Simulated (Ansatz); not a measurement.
`BS[SiH2][SiH2]C` + `N=C=N` → `BN=C=N` + `C[SiH2][SiH2]S`  (ligand exchange at a B–S bond)

Isolated molecules relaxed with PBE0-D4/def2-TZVP in Ansatz; ΔE leaves out vibrations. CBS: MP2 limit from def2 TZ/QZ plus the TZ coupled-cluster correction, frozen cores. This one scheme is used for every species. Functionals use def2-TZVPP. B3LYP here is the variant with VWN-RPA as its local correlation; programs differ in this. One conformer a species, not always the lowest.

Task: Is it downhill or uphill in electronic energy at CCSD(T)/CBS, and by how much? (Estimate.)

Result: The calculation gave: Downhill: ΔE = -0.20 eV.

Task: What do these levels give: PBE0-D4, B3LYP-D4, ωB97M-V, CCSD/def2-TZVPP, HF/def2-QZVPP, SCS-MP2/def2-QZVPP? (Estimate.)

Result: The calculation gave: PBE0-D4 -0.24, B3LYP-D4 -0.31, ωB97M-V -0.24, CCSD/def2-TZVPP -0.24, HF/def2-QZVPP -0.40, SCS-MP2/def2-QZVPP -0.24 eV.

Largest T1 diagnostic among the species: 0.017.

In def2-TZVPP, CCSD(T) changes the Hartree–Fock value by +0.19 eV (the triples alone add +0.03 eV) and MP2 by +0.18 eV. The D4 term adds +0.06 eV with B3LYP and +0.03 eV with PBE0; it sums over pairs of atoms, weighted by their polarisabilities, and B3LYP, whose exchange is more repulsive, gets the larger term.
